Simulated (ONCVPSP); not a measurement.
## Cr, ONCV: configuration errors across variants

```
Element                 : chromium (Cr)
Generator               : ONCVPSP 4.0.1
Type                    : optimised norm-conserving Vanderbilt (ONCV)
Functional              : PW91
Relativity              : scalar-relativistic
Frozen core             : [Ar]
Valence charge          : 6
Reference configuration : 3d4 (charge +2)
Partial waves           : s scattering state at 0.1 Ha: rc 2.25 bohr, ncon 3, nbas 6, qcut 2.4 1/bohr, 2 projectors, debl 0.4 Ha; p scattering state at 0.03 Ha: rc 2.10 bohr, ncon 3, nbas 7, qcut 3.3 1/bohr, 1 projector; 3d: rc 2.20 bohr, ncon 3, nbas 8, qcut 6.3 1/bohr, 2 projectors, debl 1.1 Ha
Local potential         : polynomial inside 1.50 bohr (lpopt 1, dvloc0 -1 Ha)
Core correction         : none
```

In the s channel the program set the typed energies aside and used 0.050, 0.450 Ha. In the p channel the program set the typed energies aside and used 0.050 Ha.

All-electron excitation energies from the reference (eV): (1) 3d5 4s1 -23.062; (2) 3d5 -16.126; (3) 3d3 30.847.

2 further variants failed, have other tests or another functional or relativity, and are left out.

Errors AE − PS in meV (a dash: test not solved or not reliable):

```csv
change,(1),(2),(3),bound ghosts,GHOST(+) flags above zero
base,+251,+140,+365,none,s
p: qcut 4.5,+251,+140,+365,none,s
"d: ncon 5, nbas 10",+253,+97,+246,none,s
p: rc 1.76,+251,+140,+365,none,"s, p"
```

(1) Give the same row for: s: qcut 2.2.

Results:

(1) +244, +140, +365; bound ghosts: none; GHOST(+) flags above zero: s.
